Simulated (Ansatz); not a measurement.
Task: Name a neutral molecule of B, C, Cl, N, O, Te and H with size of the dipole moment (PBE/def2-TZVPP) between 0.65 and 0.95 D and HOMO energy (ωB97M-V/def2-TZVPP) between -8.55 and -8.25 eV (Ansatz, PBE0-D4/def2-TZVP geometry).

Result: `OC1([TeH])NB1Cl` (0.84 D, -8.45 eV). Other molecules can fit too; these were computed, each in one conformer that needn't be the lowest.
